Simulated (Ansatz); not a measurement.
System: C3H6Cl2Si (charge 0, singlet). SMILES: C1C(Cl)(Cl)C[SiH2]1
Geometry: optimised at B3LYP-D3(BJ)/def2-TZVP (Ansatz, a quantum-chemistry and plane-wave program).

Cost and difference of B3LYP with Ansatz in habitual basis sets for the atomisation energy (kcal/mol). Terms: UHF or UKS for open shells; atomisation electronic, to ground-state atoms; no dispersion term unless named; non-relativistic; 6-311+G** with 5d, 6d on Na to Ar in Ansatz; LANL2DZ with its own core potentials from Na on; 6-31G* and kin with 6d, 5d where marked; spin-orbit terms left out; valence correlation only. Basis-set limits of correlation are two-point, X^-3; Hartree-Fock from the larger set. First-principles rows: single points at B3LYP-D3(BJ) geometries (Ansatz). Costs are core time of energy and forces over that of the cheapest set, on one shared machine, to one figure and rough; under a factor of 2 they don't order.

Coupled cluster (Ansatz) is a level with limits of its own, used here on species with T1 under 0.025 (0.045 for open shells) and stable references: CCSD(T)/CBS(cc-pV(T+d)Z,cc-pV(Q+d)Z).

Value to compare with: 1035.1 kcal/mol.

```
level            relative cost  atomisation energy (kcal/mol)  difference
---------------  -------------  -----------------------------  ----------
B3LYP/STO-3G                1×                         1249.7       214.6
B3LYP/LANL2DZ               1×                          964.3       -70.8
B3LYP/3-21G                 1×                          979.4       -55.7
B3LYP/6-31G                 2×                          959.2       -75.9
B3LYP/def2-SVP              3×                         1018.0       -17.1
B3LYP/6-31G*                3×                         1010.8       -24.3
B3LYP/cc-pVDZ               3×                          995.2       -39.9
B3LYP/6-31G**               3×                         1016.1       -19.0
B3LYP/6-31+G*               4×                         1002.5       -32.6
B3LYP/6-311+G**             6×                         1004.3       -30.8
```

The dearest set gives -30.8 kcal/mol. A small set can land close by cancelling terms.
